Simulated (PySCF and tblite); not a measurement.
Results of a calculation; reference values are marked as such.
C₈H₁₂, numbered as in [CH:1]#[C:2][CH:3]1[CH2:4][CH2:5][CH2:6][CH2:7][CH2:8]1. The ensemble was built from 60 distance-geometry starts (ETKDG and KDG, MMFF94s, GFN2-xTB) and rests on GFN2-xTB geometries. Weights use PBE0-D3(BJ)/def2-SVP (IEF-PCM, chloroform) energies plus GFN2-xTB zero-point and thermal terms (modes under about 100 cm⁻¹ blended into free rotors). Symmetry numbers and mirror images are counted. Conformers within 3 kcal/mol (GFN2-xTB free energy) were kept, 8 at most. GIAO shieldings: wB97X-D/pcSseg-1 (IEF-PCM, chloroform). Shifts are against TMS (¹H), TMS (¹³C) at the same level. Codes: tblite and PySCF.

The 6-ring runs over atoms 3–4–5–6–7–8.

| conformer | shape | point group | mirror pair | ΔE(DFT) | Δ(G−E) at 373.15 K | δ H3 (ppm) |
| --- | --- | --- | --- | --- | --- | --- |
| 1 | 6-ring chair (all substituents equatorial) | Cs | no | 0.00 | 0.00 | 2.08 |
| 2 | 6-ring chair (C2 axial) | Cs | no | 0.28 | 0.15 | 2.82 |

Energies in kcal/mol; the thermal term leaves out symmetry numbers and mirror images.

Work out the weights at 373.15 K and the ¹H shift of H3 under fast exchange.

RT = 0.742 kcal/mol. Each conformer gets RT ln(σ/g), with σ the rotational symmetry number and g = 2 for a mirror pair: 1: σ = 1, g = 1, G = 0.00 + 0.00 + 0.00 = 0.00, 0.00 above the lowest, exp(−ΔG/RT) = 1.000; 2: σ = 1, g = 1, G = 0.28 + 0.15 + 0.00 = 0.43, 0.43 above the lowest, exp(−ΔG/RT) = 0.557. The sum is 1.557, so the weights are 64.2, 35.8 %. The averaged shift is 2.35 ppm. At 298.15 K it is 2.33 ppm. At 298.15 K the leading conformer alone gives 2.08 ppm and bare DFT energies give 2.36 ppm.
